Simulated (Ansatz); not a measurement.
Ga₁₁N₁₀H₂₈, a nanocrystal cut from wurtzite GaN (hydrogen-capped). Total charge 0; doublet. Geometry PBE-D4/def2-SVP, that of the charge -1 singlet; atoms count from 1.

```csv
atom,x (Å),y (Å),z (Å)
Ga1,2.2004,-2.9094,-1.6887
N2,2.0122,-0.8647,-1.7610
Ga3,-1.3662,-0.5615,-3.0363
N4,-1.6007,1.5085,-3.0501
Ga5,-1.0669,-2.9291,-0.9478
N6,0.8005,-3.3129,-0.3441
N7,-1.0776,-0.9146,-1.1252
Ga8,0.6079,-0.1969,-0.5394
Ga9,-1.2124,2.4696,-1.3384
N10,0.5396,1.8022,-0.7160
Ga11,1.1958,-2.6362,1.4955
N12,1.1319,-0.6287,1.2599
Ga13,2.9569,-0.0023,1.6305
Ga14,0.9304,2.7468,0.9743
N15,2.7060,2.0656,1.5969
Ga16,-2.5227,-0.2635,-0.0104
N17,-2.4682,1.7381,-0.0376
N18,-1.9084,-0.7119,1.8532
Ga19,-0.1688,0.0412,2.5306
Ga20,-2.2572,2.5562,1.7850
N21,-0.3743,2.0090,2.2222
H22,1.7954,-3.4190,-3.1427
H23,3.6656,-3.1755,-1.1227
H24,1.7859,-0.6027,-2.7315
H25,2.9227,-0.4546,-1.5070
H26,-0.0140,-0.7215,-3.8826
H27,-2.7592,-1.0852,-3.5954
H28,-1.0184,1.8969,-3.8060
H29,-2.5672,1.7204,-3.3376
H30,-1.3239,-3.5615,-2.3918
H31,-2.0774,-3.2993,0.2472
H32,0.8208,-4.3412,-0.2398
H33,-1.2614,4.0365,-1.5956
H34,1.2462,2.0991,-1.4063
H35,2.6778,-3.0438,1.9299
H36,-0.0274,-3.0339,2.4609
H37,3.9265,-0.2133,0.3714
H38,3.4548,-0.2799,3.1145
H39,0.9949,4.3284,0.8398
H40,3.4559,2.4751,1.0214
H41,2.8858,2.4265,2.5452
H42,-4.0060,-0.7496,-0.2843
H43,-3.4133,2.0325,-0.3296
H44,-1.8071,-1.7424,1.8831
H45,-2.6581,-0.4756,2.5194
H46,0.0358,-0.2266,4.0790
H47,-2.3408,4.1464,1.6717
H48,-3.2530,1.8097,2.7972
H49,-0.1990,2.4484,3.1395
```

Single mean-field runs in def2-TZVP are fitted with def2-universal-jkfit.

Q: Estimate the Mulliken populations of the heavy atoms from the PBE0/def2-TZVP orbitals of Ansatz.

A: 
| atom | charge (e) | spin (α − β) |
| --- | --- | --- |
| Ga1 | 0.22 | 0.00 |
| N2 | -0.47 | 0.00 |
| Ga3 | 0.15 | 0.01 |
| N4 | -0.59 | 0.00 |
| Ga5 | 0.21 | 0.00 |
| N6 | -0.46 | 0.15 |
| N7 | -0.15 | 0.14 |
| Ga8 | -0.03 | 0.00 |
| Ga9 | 0.30 | 0.00 |
| N10 | -0.42 | 0.01 |
| Ga11 | 0.21 | 0.00 |
| N12 | -0.15 | 0.14 |
| Ga13 | 0.15 | 0.01 |
| Ga14 | 0.30 | 0.00 |
| N15 | -0.59 | 0.00 |
| Ga16 | 0.30 | 0.00 |
| N17 | -0.48 | 0.01 |
| N18 | -0.53 | 0.02 |
| Ga19 | 0.30 | 0.00 |
| Ga20 | 0.16 | 0.00 |
| N21 | -0.48 | 0.01 |
Mulliken values depend strongly on the basis.

Q: Where does the spin sit?

A: Summed by element: Ga 0.02, N 0.48, H 0.50, of 1 unpaired in all. Largest on single atoms: H30 0.17, H35 0.17, N6 0.15.

Q: And the Mayer bond orders between heavy atoms (over 0.3)?

A: Ga1–N2 0.61 (2.05 Å); Ga1–N6 0.73 (1.98 Å); N2–Ga8 0.87 (1.98 Å); Ga3–N4 0.60 (2.08 Å); Ga3–N7 0.70 (1.96 Å); N4–Ga9 0.73 (2.00 Å); Ga5–N6 0.70 (2.00 Å); Ga5–N7 0.69 (2.02 Å); N6–Ga11 0.70 (2.00 Å); N7–Ga8 0.95 (1.92 Å); N7–Ga16 0.81 (1.94 Å); Ga8–N10 0.82 (2.01 Å); Ga8–N12 0.95 (1.92 Å); Ga9–N10 0.75 (1.98 Å); Ga9–N17 0.83 (1.95 Å); N10–Ga14 0.75 (1.98 Å); Ga11–N12 0.69 (2.02 Å); N12–Ga13 0.70 (1.96 Å); N12–Ga19 0.81 (1.94 Å); Ga13–N15 0.60 (2.08 Å); Ga14–N15 0.73 (2.00 Å); Ga14–N21 0.83 (1.95 Å); Ga16–N17 0.76 (2.00 Å); Ga16–N18 0.70 (2.01 Å); N17–Ga20 0.69 (2.01 Å); N18–Ga19 0.70 (2.01 Å); Ga19–N21 0.76 (2.00 Å); Ga20–N21 0.69 (2.01 Å).
